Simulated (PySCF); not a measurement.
AlI: from constants to spectrum

RHF-CCSD(T) constants of AlI, ¹Σ⁺ (singlet), closed shell (Al def2-SVP, I def2-SVP with ECP28; scalar-relativistic core potentials (PySCF 2.14); masses 26.9815 and 126.9045 u):

| Property | Result |
| --- | --- |
| ωe | 327.0 cm⁻¹ |
| ωexe | 1.05 cm⁻¹ |
| Be | 0.11715 cm⁻¹ |
| αe | 0.000544 cm⁻¹ |
| D (centrifugal) | 6.01e-08 cm⁻¹ |
| De to Al + I | 3.68 eV |

(1) Estimate the standard entropy (1 bar) and heat capacity of the ideal gas at 1500 K, rigid rotor with B0 and harmonic oscillator at the fundamental.

Measured values (Huber and Herzberg, Constants of Diatomic Molecules (1979)): ωe = 316.1 cm⁻¹, ωexe = 1.0 cm⁻¹, Be = 0.11769985 cm⁻¹, αe = 0.000558586 cm⁻¹.

Correlated steps freeze 9 core orbitals. Correlated levels converge slowly with the basis: in double zeta they bind strong bonds too weakly, by up to about 1 eV, and carry superposition errors of some tenths. These are scalar-relativistic numbers at best; spin–orbit coupling would shift them, the dissociation energy most. Where the molecule has an RHF reference, its open-shell atoms are computed with UHF.

Answers

(1) Translation (Sackur–Tetrode, M = 153.89 u): 205.2 J/(mol K). Rotation: q = kT/(σB0) = 8920 with σ = 1, 83.9. Vibration: x = hcν0/kT = 0.312, 18.04. S° = 307.2 J/(mol K); Cp = 7R/2 + 8.25 = 37.3 J/(mol K).
